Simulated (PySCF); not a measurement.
## Frontier orbitals and the lowest excitations

Species: C₂H₇PS₂Si.
Geometry (GFN2-xTB, Å), atoms numbered from 1 in this order:
```xyz
13
C2H7PS2Si angstrom
P      2.9123    0.6380    0.0866
Si     1.0439   -0.3256   -0.6749
S     -0.3656    1.1514   -1.3515
C     -1.8044    0.3077   -0.6169
C     -1.5107   -0.1108    0.8029
S     -0.1112   -1.2797    0.8763
H      3.5927   -0.5657    0.1422
H      3.3759    0.9308   -1.1839
H      1.1627   -1.3338   -1.7325
H     -2.6267    1.0222   -0.6457
H     -2.0501   -0.5519   -1.2403
H     -2.3632   -0.6327    1.2367
H     -1.2599    0.7507    1.4221
```

Computed with TDDFT PBE0/def2-SVPD, vertical, gas phase, core orbitals frozen in the response in PySCF.

Frontier orbitals with the atoms that hold most of them (Löwdin shares over 4%, at most four atoms; ? is withheld):

```
orbital  ε (eV)                            atoms
 HOMO-3   -8.65   S6 42%, S3 36%, Si2 12%, C5 4%
 HOMO-2   -7.98    P1 62%, Si2 11%, H8 8%, H7 7%
 HOMO-1   -7.10                                ?
   HOMO   -6.94                                ?
   LUMO       ?   S6 24%, S3 23%, Si2 19%, C5 8%
 LUMO+1   -0.23  Si2 29%, P1 15%, S3 14%, S6 14%
 LUMO+2    0.11   P1 36%, Si2 18%, H9 10%, S6 9%
```

Question: Give the leading atoms of the HOMO-1.

Answer: S3 (bonded to C and Si) 56%; S6 (bonded to C and Si) 18%; C4 (bonded to C, S and 2 H) 8%; Si2 (bonded to P, 2 S and H) 8%. By element: sulfur 74%, carbon 8% or more, silicon 8%.

Question: Give the leading atoms of the HOMO.

Answer: S6 (bonded to C and Si) 49%; S3 (bonded to C and Si) 13%; Si2 (bonded to P, 2 S and H) 9%; P1 (bonded to Si and 2 H) 9%. By element: sulfur 62%, silicon 9%, phosphorus 9%.

Question: What is the LUMO energy, and the HOMO–LUMO gap?

Answer: ε(LUMO) = -0.56 eV; the gap is 6.38 eV (0.2344 hartree).

Question: How does S1 compare with the orbital gap of 6.38 eV?

Answer: S1 is at 5.02 eV (f = 0.0019), 1.36 eV below the gap, made of HOMO→LUMO (94%). 

Question: One configuration dominates each of S1, S2, S3 and S4. Which, and how do the shares of the two leading atoms of either orbital change from the occupied to the empty one?

Answer: 
- S1 (5.02 eV, f 0.0019), HOMO→LUMO (94%): S6 49% → 24%, S3 13% → 23%
- S2 (5.14 eV, f 0.0024), HOMO-1→LUMO (93%): S3 56% → 23%, S6 18% → 24%
- S3 (5.43 eV, f 0.0032), HOMO→LUMO+1 (95%): S6 49% → 14%, S3 13% → 14%, Si2 9% → 29%, P1 9% → 15%
- S4 (5.63 eV, f 0.010), HOMO-1→LUMO+1 (96%): S3 56% → 14%, S6 18% → 14%, Si2 8% → 29%, P1 at most 8% → 15%

Löwdin shares depend on the basis, the more so with diffuse functions.

One conformer stands for the species.
